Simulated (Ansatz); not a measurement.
# Strength of the Si–C bond: C2H10OSi2 → CH7OSi2 + CH3

Species: C2H10OSi2 `CO[SiH](C)[SiH3]`, singlet; CH7OSi2 `CO[SiH][SiH3]`, doublet; CH3 (methyl radical) `[CH3]`, doublet. 

Shapes, held fixed at every level: PBE0-D4/def2-TZVP. Flexible molecules stand in one conformer, not always the lowest. Programs: Ansatz 0.2.0. Electronic energies: no zero-point or thermal term.

Problem. Estimate ΔE of this reaction.

Solution. The highest level, CCSD(T)/CBS estimate, gives ΔE = +386.5 kJ/mol; the levels span +273.7 to +389.6. The column of differences is taken from that level and isn't an error. Hartree–Fock misses the correlation of the pair that is broken and comes out low. No measured value is set beside it here. Open shells run unrestricted unless RO is named. The CBS estimate extrapolates MP2 from def2-TZVPP and def2-QZVPP and adds CCSD(T) − MP2 in the triple-zeta set, cores frozen.

```
               level                    kind  ΔE (kJ/mol)  less CCSD(T)/CBS estimate
       HF/def2-TZVPP            Hartree–Fock       +273.7                     -112.8
 B3LYP-D4/def2-TZVPP           global hybrid       +363.8                      -22.7
  PBE0-D4/def2-TZVPP           global hybrid       +371.1                      -15.4
  wB97M-V/def2-TZVPP  range-separated hybrid       +389.6                       +3.1
  wB97X-V/def2-TZVPP  range-separated hybrid       +389.1                       +2.6
   B2PLYP/def2-TZVPP           double hybrid       +366.3                      -20.2
     CCSD/def2-TZVPP   coupled cluster or CI       +369.4                      -17.1
CCSD(T)/CBS estimate   coupled cluster or CI       +386.5                        0.0
```
